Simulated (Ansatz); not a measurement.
F$_{2}$HInSe, SMILES `[F][In]([F])[SeH]`. Total charge 0; spin multiplicity 1. In: def2 effective core potential. Geometry: relaxed with PBE0-D4/def2-TZVP. It is one conformer, not always the lowest.

```xyz
5

F    -1.870    0.260   -0.891
In   -0.149    0.600   -0.077
F     0.202    2.494    0.071
Se    1.389   -1.167    0.672
H     0.428   -2.188    0.226
```

(1) What is the dipole moment at B3LYP/def2-TZVPP? (An estimate is asked.)

(2) And with PBE, r2SCAN, ωB97M-V? (Best estimate.)

(3) Give the Mulliken charges with B3LYP, r2SCAN, PBE in def2-TZVPP. (An estimate is asked.)

Results:

(1) Computed: 3.24 D, with components (1.69, -2.64, 0.83) D in this frame, pointing from negative to positive charge.

(2) Ansatz gave: PBE 3.07 D, r2SCAN 3.08 D, ωB97M-V 3.09 D.

(3) The calculation gave: 
| atom | B3LYP | r2SCAN | PBE |
| --- | --- | --- | --- |
| F1 | -0.46 | -0.46 | -0.41 |
| In2 | 1.04 | 1.04 | 0.94 |
| F3 | -0.46 | -0.46 | -0.41 |
| Se4 | -0.20 | -0.22 | -0.21 |
| H5 | 0.08 | 0.10 | 0.09 |

B3LYP here is the variant with VWN-RPA as its local correlation; programs differ in this.
